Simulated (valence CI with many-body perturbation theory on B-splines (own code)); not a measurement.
Missing levels of Pm22+

Method: relativistic CI+MBPT: three valence electrons over a frozen Dirac-Fock core [Kr], a basis of 9 s, 9 p, 10 d, 8 f, 5 g, 3 h, 1 i functions for each j, with the one-electron correlation potential Σ1 (screened to all orders), the two-electron term Σ2, the three-electron term Σ3, Breit, model QED; selected single and double excitations, second order for the rest (own B-spline code, finite nucleus).

No measured spectrum was set against this ion. As an estimate, terms of the open shell hold to 2 to 4 % of their energy, and close levels can change places. Only levels of the ground parity were solved; by the run's estimate the other parity begins above the list, which can be wrong where configurations are misplaced.

| Level | E (eV) |
| --- | --- |
| (4d3/2^3) J=3/2 | 0.000 |
| (4d3/2^2 4d5/2) J=5/2 [a] | 3.899 |
| (4d3/2^2 4d5/2) J=7/2 | 6.043 |
| (4d3/2^2 4d5/2) J=3/2 | ? |
| (4d3/2^2 4d5/2) J=9/2 | ? |
| (4d3/2^2 4d5/2) J=1/2 | 7.191 |
| (4d3/2 4d5/2^2) J=7/2 [a] | 10.761 |
| (4d3/2^2 4d5/2) J=5/2 [b] | ? |
| (4d3/2 4d5/2^2) J=9/2 | 11.388 |
| (4d3/2 4d5/2^2) J=3/2 [a] | ? |
| (4d3/2 4d5/2^2) J=1/2 | 13.482 |
| (4d3/2 4d5/2^2) J=11/2 | 14.110 |
| (4d3/2 4d5/2^2) J=5/2 [a] | 15.092 |
| (4d3/2 4d5/2^2) J=5/2 [b] | ? |
| (4d3/2 4d5/2^2) J=7/2 [b] | ? |
| (4d5/2^3) J=9/2 | 17.710 |
| (4d5/2^3) J=3/2 | 18.892 |
| (4d3/2 4d5/2^2) J=3/2 [b] | 23.579 |
| (4d5/2^3) J=5/2 | 24.944 |

Levels are named by their leading jj configuration (3d3/2^4 stands for four electrons in 3d with j = 3/2), which in mixed levels can hold well under half, so a name can repeat and another be missing. Letters in brackets count levels of one name in rising energy.

Q: The levels stand in rising order. What does the calculation give for the missing energies?

A: (4d3/2^2 4d5/2) J=3/2 6.133; (4d3/2^2 4d5/2) J=9/2 6.815; (4d3/2^2 4d5/2) J=5/2 [b] 10.950; (4d3/2 4d5/2^2) J=3/2 [a] 12.813; (4d3/2 4d5/2^2) J=5/2 [b] 15.922; (4d3/2 4d5/2^2) J=7/2 [b] 16.695.
